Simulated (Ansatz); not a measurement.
Isolated molecules relaxed with PBE0-D4/def2-TZVP in Ansatz; ΔE leaves out vibrations. CBS: MP2 limit from def2 TZ/QZ plus the TZ coupled-cluster correction, frozen cores. DFT in def2-TZVPP. For Ge outer-core shells are correlated without core-valence functions, which leaves a few kJ/mol of doubt a bond. Scalar relativity is left out up to krypton. One conformer a species, not always the lowest.

`N[SiH]1CN1` + `O[CH]1[NH][GeH2]1` → `N[Si]1(O)CN1` + `[CH2]1[NH][GeH2]1`  (redistribution)

```csv
level,ΔE (kcal/mol),difference from CCSD(T)/CBS
PBE-D4,-37.4,10.0
r2SCAN-D4,-42.5,4.9
ωB97X-V,-44.5,2.9
ωB97M-V,-42.0,5.4
B2PLYP,-42.9,4.5
PBE,-37.5,9.9
HF/def2-TZVPP,-40.8,6.6
MP2/def2-TZVPP,-51.4,-4.0
CCSD/def2-TZVPP,-47.3,0.1
CCSD(T)/def2-TZVPP,-46.9,0.5
HF/def2-QZVPP,-41.0,6.4
MP2/def2-QZVPP,-51.8,-4.4
SCS-MP2/def2-QZVPP,-49.4,-2.0
HF/CBS(def2),-41.1,6.3
MP2/CBS(def2),-52.0,-4.6
CCSD/CBS(def2),-47.8,-0.4
CCSD(T)/CBS,-47.4,0
```

Largest T1 diagnostic among the species: 0.014.

In def2-TZVPP, CCSD(T) changes the Hartree–Fock value by −6.0 kcal/mol (the triples alone add +0.4 kcal/mol) and MP2 by −10.6 kcal/mol. From PBE to PBE0 (25 % exact exchange), in def2-TZVPP and without D4, ΔE moves by −4.7 kcal/mol.
